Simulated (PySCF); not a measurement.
Te(SiMe3)(GeH3), SMILES [Si](C)(C)([Te][GeH3])C (GFN2-xTB optimised geometry):

```
18

Te    -0.272    -1.368     0.000
Si    -0.383     1.171     0.000
C     -2.181     1.631     0.410
C      0.091     1.840    -1.723
C      0.812     1.887     1.302
H     -2.319     2.707     0.389
H     -2.867     1.194    -0.307
H     -2.465     1.277     1.395
H     -0.587     1.472    -2.487
H      1.096     1.528    -1.995
H      0.063     2.925    -1.748
H      1.837     1.609     1.068
H      0.587     1.511     2.296
H      0.761     2.971     1.336
Ge     2.224    -1.368     0.000
H      2.761    -2.707    -0.409
H      2.867    -0.386    -0.942
H      2.880    -1.090     1.326
```

Level of theory: CAM-B3LYP/def2-SVP, def2 effective core potentials past Kr in PySCF.

**Question.** What are the frontier orbital energies and the dipole moment?

**Answer.** HOMO-2 -9.54 eV, HOMO-1 -8.88 eV, HOMO -7.32 eV, LUMO 0.62 eV, LUMO+1 1.40 eV; dipole moment 1.92 D.

On the same geometry PBE/def2-SVP, def2 effective core potentials past Kr (PySCF) gives HOMO-2 -7.22 eV, HOMO-1 -6.68 eV, HOMO -5.11 eV, LUMO -1.21 eV, LUMO+1 -0.50 eV; dipole moment 1.91 D.
